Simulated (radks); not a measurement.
Effect of the nuclear size on the argon ion Ar14+, [He] 2s2. Method: Dirac Kohn-Sham, LDA (Slater exchange, Perdew-Wang correlation), spin-unpolarised, spherical densities, finite nucleus; Fermi nuclear charge, rms radius 3.4274 fm; computed with a radial shooting solver on a logarithmic mesh with Libxc functionals. The rms radius is varied about that value; shifts are against it.

| rms radius (fm) | total energy shift (eV) | density at nucleus (e/bohr^3) | 1s1/2 shift (meV) | 2s1/2 shift (meV) | 2p1/2 (empty) shift (meV) | 3s1/2 (empty) shift (meV) |
|---|---|---|---|---|---|---|
| 2.7625 | -0.00665 | 4438 | -2.75 | -0.286 | 0.041 | -0.076 |
| 3.2834 | -0.00156 | 4422 | -0.643 | -0.067 | 0.010 | -0.018 |
| 3.4274 | 0 | 4418 | 0.000 | 0.000 | 0.000 | 0.000 |
| 3.6913 | 0.00302 | 4411 | 1.25 | 0.130 | -0.018 | 0.035 |
| 4.202 | 0.00950 | 4399 | 3.92 | 0.409 | -0.058 | 0.109 |

Slopes of the eigenvalues against <r^2> in GHz/fm^2, as finite differences over the two radii next to the reference (eigenvalue slopes, not the field-shift constants of lines): 1s1/2 161, 2s1/2 16.8, 2p1/2 (empty) -2.38, 3s1/2 (empty) 4.46.
